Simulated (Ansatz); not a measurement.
Reactions of C2H8GeS (`C[S][GeH2][CH3]`).

Calculated with Ansatz (gas phase, PBE0-D4/def2-TZVP geometries, no zero-point term in ΔE). CCSD(T)/CBS is the MP2 limit (def2-TZVPP, def2-QZVPP) plus CCSD(T) − MP2 in def2-TZVPP, frozen cores. This one scheme is used for every species. def2 core potentials past Kr. For Br, Ge, Mg, Zr outer-core shells are correlated without core-valence functions, which leaves a few kJ/mol of doubt a bond. Scalar relativity is left out up to krypton. Each species was taken in one conformer, which may not be the lowest.

Question: Order these by ΔE at CCSD(T)/CBS, lowest first. (Estimate.)
A. `C[S][GeH2][CH3]` + `[SiH3][O][Mg][Cl]` → `C[S][GeH]([CH3])[Cl]` + `[MgH][O][SiH3]`
B. `C[S][GeH2][CH3]` + `O[SiH](F)[SiH3]` → `CO[SiH](F)[SiH3]` + `[CH3][GeH2][SH]`
C. `C[S][GeH2][CH3]` + HBr → `[CH3][GeH2][Br]` + CH₃SH
D. `C[S][GeH2][CH3]` + H₂ → `[CH3][GeH3]` + CH₃SH
E. `C[S][GeH2][CH3]` + CH₃OH → `C[O][GeH2][CH3]` + CH₃SH
F. `C[S][GeH2][CH3]` + `C=C(F)S` → `C=C(F)SC` + `[CH3][GeH2][SH]`
G. `C[S][GeH2][CH3]` + `[OH][Zr]([OH])([OH])[SH]` → `C[O][Zr]([OH])([OH])[SH]` + `C[S][GeH3]`

Answer: C (-0.41 eV), F (-0.18 eV), E (+0.19 eV), D (+0.32 eV), B (+0.44 eV), G (+0.85 eV), A (+1.23 eV).

Largest T1 diagnostic: 0.017, for `[OH][Zr]([OH])([OH])[SH]`.
